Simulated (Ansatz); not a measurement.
`[NH2][Mo]([OH])(=[S])=[S]` + `[CH3][Zr]([OH])([F])[F]` → `[OH][Mo]([OH])(=[S])=[S]` + `[CH3][Zr]([NH2])([F])[F]`  (redistribution)

Isolated molecules relaxed with PBE0-D4/def2-TZVP in Ansatz; ΔE leaves out vibrations. CCSD(T)/CBS adds triple-zeta CCSD(T) − MP2 to the extrapolated MP2 energy (def2 sets, frozen cores). DFT in def2-TZVPP. HSE06 is defined as in plane-wave codes. Elements past krypton have def2 core potentials. For Mo, Zr outer-core shells are correlated without core-valence functions, which leaves a few kJ/mol of doubt a bond. One conformer a species, not always the lowest.

`[NH2][Mo]([OH])(=[S])=[S]`:

Cartesian coordinates in Å:
```
N 0.719 0.575 1.094
Mo -0.468 -0.265 -0.140
O -0.159 0.363 -1.875
S -0.128 -2.337 -0.039
S -2.433 0.228 0.421
H 0.479 1.402 1.620
H 1.590 0.167 1.399
H 0.401 -0.132 -2.479
```

`[CH3][Zr]([OH])([F])[F]`:

Cartesian coordinates in Å:
```
C -0.601 -0.466 -1.190
Zr -0.065 0.491 0.733
O 1.706 -0.092 1.124
F -0.177 2.375 0.454
F -1.341 -0.115 2.017
H -0.565 -1.558 -1.115
H 0.084 -0.164 -1.990
H -1.616 -0.183 -1.494
H 2.576 -0.288 1.460
```

`[OH][Mo]([OH])(=[S])=[S]`:

Z-matrix (Å, degrees):
```
Mo
O 1 1.860
S 1 2.099 2 109.9
O 1 1.860 2 110.4 3 119.6
S 1 2.099 2 108.5 3 -119.8
H 2 0.962 1 120.9 3 -18.7
H 4 0.962 1 120.9 2 100.9
```

`[CH3][Zr]([NH2])([F])[F]`:

Z-matrix (Å, degrees):
```
C
Zr 1 2.220
H 1 1.095 2 111.7
H 1 1.097 2 110.3 3 119.8
H 1 1.095 2 111.7 3 -120.5
N 2 2.018 1 105.0 3 60.1
F 2 1.909 1 105.8 3 177.3
F 2 1.909 1 105.8 3 -57.2
H 6 1.012 2 125.7 1 91.7
H 6 1.012 2 125.7 1 -91.6
```

```csv
level,ΔE (kcal/mol),difference from CCSD(T)/CBS
r2SCANh-D4,11.2,-1.5
HSE06-D4,11.5,-1.2
BHLYP-D4,12.8,0.1
PBE0,11.4,-1.3
HF/def2-SVP,15.4,2.7
MP2/def2-SVP,15.6,2.9
CCSD(T)/def2-SVP,14.8,2.1
HF/def2-TZVPP,13.2,0.5
CCSD(T)/def2-TZVPP,12.3,-0.4
SCS-MP2/def2-QZVPP,13.3,0.6
CCSD(T)/CBS,12.7,0
```

**Question.** What do rigid-rotor, harmonic-oscillator terms from PBE0-D4/def2-TZVP frequencies (298.15 K, 1 bar) make of the CCSD(T)/CBS value? (Estimate.)

**Answer.** Computed: ΔZPE = 0.0 kcal/mol, ΔH = +12.6 kcal/mol, ΔS = -10 J/(mol·K), ΔG = +13.3 kcal/mol.

Largest T1 diagnostic among the species: 0.025, so the coupled-cluster value is less sure than usual.

From r2SCAN to r2SCAN0 (25 % exact exchange), in def2-TZVPP and without D4, ΔE moves by +1.0 kcal/mol. At CCSD(T), def2-SVP lies +2.1 kcal/mol from the extrapolated value and def2-TZVPP −0.4 kcal/mol.
